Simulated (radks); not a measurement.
Neutral thallium inside a hard spherical wall (all orbitals vanish at R), configuration held at [Hg] 6p1 and not refilled when levels cross. Calculated with a radial shooting solver on a logarithmic mesh with Libxc functionals: scalar-relativistic Kohn-Sham, PBE, spin-polarised, spherical densities, finite nucleus; open shells are filled with parallel spins first (spin-orbit coupling, left out, can overturn this in heavy ions); Fermi nuclear charge, rms radius 5.4759 fm. Eigenvalues in eV for spin up, with the zero of energy where the potential of the charges vanishes at infinity; a dash marks a level that is unbound or too diffuse for the functional's potential to be trusted. A positive occupied level is held by the wall or, in an anion where self-interaction has pushed it up, behind a barrier. The pressure on the wall is -dE/dV.

R (bohr) = free: E (hartree) -20240.6987; kinetic (hartree) 22782.941; e(5p) -76.059; e(5d) -15.485; e(6s) -9.732; e(6p) -2.615; e(7s, empty) -; e(6d, empty) -; pressure (GPa) 0
R (bohr) = 15: E (hartree) -20240.6987; kinetic (hartree) 22782.941; e(5p) -76.055; e(5d) -15.481; e(6s) -9.728; e(6p) -2.612; e(7s, empty) -0.457; e(6d, empty) 0.796; pressure (GPa) 0.000189
R (bohr) = 12: E (hartree) -20240.6984; kinetic (hartree) 22782.943; e(5p) -76.024; e(5d) -15.451; e(6s) -9.703; e(6p) -2.586; e(7s, empty) -0.126; e(6d, empty) 1.309; pressure (GPa) 0.00367
R (bohr) = 10: E (hartree) -20240.6973; kinetic (hartree) 22782.951; e(5p) -75.935; e(5d) -15.363; e(6s) -9.632; e(6p) -2.503; e(7s, empty) 0.537; e(6d, empty) 2.042; pressure (GPa) 0.0272
R (bohr) = 8: E (hartree) -20240.6912; kinetic (hartree) 22782.983; e(5p) -75.659; e(5d) -15.094; e(6s) -9.418; e(6p) -2.192; e(7s, empty) 2.363; e(6d, empty) 3.593; pressure (GPa) 0.231
R (bohr) = 7: E (hartree) -20240.6808; kinetic (hartree) 22783.035; e(5p) -75.342; e(5d) -14.789; e(6s) -9.172; e(6p) -1.776; e(7s, empty) 4.435; e(6d, empty) 5.092; pressure (GPa) 0.773
R (bohr) = 6: E (hartree) -20240.6523; kinetic (hartree) 22783.179; e(5p) -74.726; e(5d) -14.201; e(6s) -8.666; e(6p) -0.870; e(7s, empty) 8.423; e(6d, empty) 7.716; pressure (GPa) 3.04
R (bohr) = 4: E (hartree) -20240.2139; kinetic (hartree) 22785.239; e(5p) -70.025; e(5d) -9.857; e(6s) -3.674; e(6p) 7.284; e(7s, empty) 36.848; e(6d, empty) 24.687; pressure (GPa) 98.4
R (bohr) = 3.5: E (hartree) -20239.6905; kinetic (hartree) 22787.554; e(5p) -66.402; e(5d) -6.496; e(6s) 1.040; e(6p) 14.284; e(7s, empty) 57.714; e(6d, empty) 36.821; pressure (GPa) 297
R (bohr) = 2.5: E (hartree) -20234.8556; kinetic (hartree) 22807.179; e(5p) -47.229; e(5d) 13.075; e(6s) 34.614; e(6p) 59.674; e(7s, empty) 170.77; e(6d, empty) 102.25; pressure (GPa) 4400
R (bohr) = 1.5: E (hartree) -20175.2081; kinetic (hartree) 23012.726; e(5p) 58.038; e(5d) 140.94; e(6s) 310.29; e(6p) 378.83; e(7s, empty) 798.00; e(6d, empty) 467.49; pressure (GPa) 200000
